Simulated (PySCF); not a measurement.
**Ta⁺ (tantalum, charge +1) across methods**

[Xe] 4f14 5d3 6s1, high-spin 5F determinant. Computed with PySCF 2.14 in aug-cc-pwCVTZ-PP with ECP60MDF (8s8p7d4f3g, 122 functions), with a scalar-relativistic core potential. The B2PLYP total includes its PT2 part (frozen core); its orbital energies are those of the SCF part.

| method | E (hartree) | mean ε 5p β (eV) | mean ε 5d α (eV) | mean ε 6s α (eV) | Σ⟨r²⟩ (bohr²) | ⟨S²⟩ |
| --- | --- | --- | --- | --- | --- | --- |
| B97-3 | -57.0308 | -47.359 | -12.721 | -12.694 | 40.45 | 6.001 |
| LC-wPBE | -57.0419 | -49.823 | -15.425 | -14.910 | 40.17 | 6.003 |
| B2PLYP | -56.8482 | -49.142 | -13.900 | -13.327 | 40.64 | 6.002 |
| LDA | -56.8717 | -44.887 | -11.557 | -12.412 | 40.82 | 6.000 |
| UHF | -56.53499 | -52.450 | -16.120 | -14.444 | 40.85 | 6.006 |
| PBE | -57.0497 | -44.911 | -11.588 | -12.161 | 40.66 | 6.001 |
| PBE0 | -57.0202 | -47.062 | -12.853 | -12.841 | 40.49 | 6.002 |

Q: Estimate the same row for r2SCAN.

A: E (hartree) = -57.0646; mean ε 5p β (eV) = -45.667; mean ε 5d α (eV) = -11.953; mean ε 6s α (eV) = -12.375; Σ⟨r²⟩ (bohr²) = 40.39; ⟨S²⟩ = 6.002.

Energies and moments cover only the electrons outside the core potential. Spin-orbit coupling, absent here, splits the open shell strongly.
